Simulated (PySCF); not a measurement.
Lowest empty level (eV) of eight silicon and germanium compounds: PBE beside HF, computed with PySCF for isolated molecules in the bases named; differences from unrounded values. The eight are the first of their class met in an unordered collection, after screening for sound electronic states; none was chosen by its value. Each molecule has one DFT geometry for both levels.

```tsv
molecule	basis	HF	PBE	difference
B(Cl)(GeH3)2 (BClGe2H6), SMILES [B](Cl)([GeH3])[GeH3]	def2-TZVP	0.94	-3.47	-4.41
Si(F)(NH2)3 (FH6N3Si), SMILES N[Si](N)(N)F	def2-TZVP	3.32	-0.07	-3.40
trichloro(chlorosilyl)silane (Cl₄H₂Si₂), SMILES Cl[SiH2][Si](Cl)(Cl)Cl	def2-TZVP	2.26	-2.01	-4.27
2,2-difluoro-1-silylethanone (C₂H₄F₂OSi), SMILES O=C([SiH3])C(F)F	def2-TZVP	2.02	-3.35	-5.36
C2H8FNSi2, SMILES N[Si@H](F)[SiH2]C=C	def2-TZVP	2.81	-1.56	-4.36
CH3FO3Si, SMILES F[Si@H](O)OC=O	def2-TZVP	3.45	-1.97	-5.41
Si(F)(Br)(Me)(OH) (CH4BrFOSi), SMILES C[Si](O)(F)Br	def2-TZVP	3.39	-0.40	-3.79
Si(H)(F)(Me)(OMe) (C₂H₇FOSi), SMILES CO[SiH](C)F	def2-TZVP	3.70	0.32	-3.39
```

PBE lies below HF in 8 and above it in 0 of the eight; the mean signed difference is -4.30 and the largest -5.41 eV.
